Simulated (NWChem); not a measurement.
C2H6BF; SMILES B(F)(C)C

Results from NWChem. Pople sets run with spherical d functions. The geometry was optimised at B3LYP/6-31G* (spherical d).

For level Hartree-Fock/6-31G*:

```yaml
dipole (D): 1.36
```

Problem. Estimate the same quantities for level Hartree-Fock/3-21G.

Solution. dipole (D): 1.54
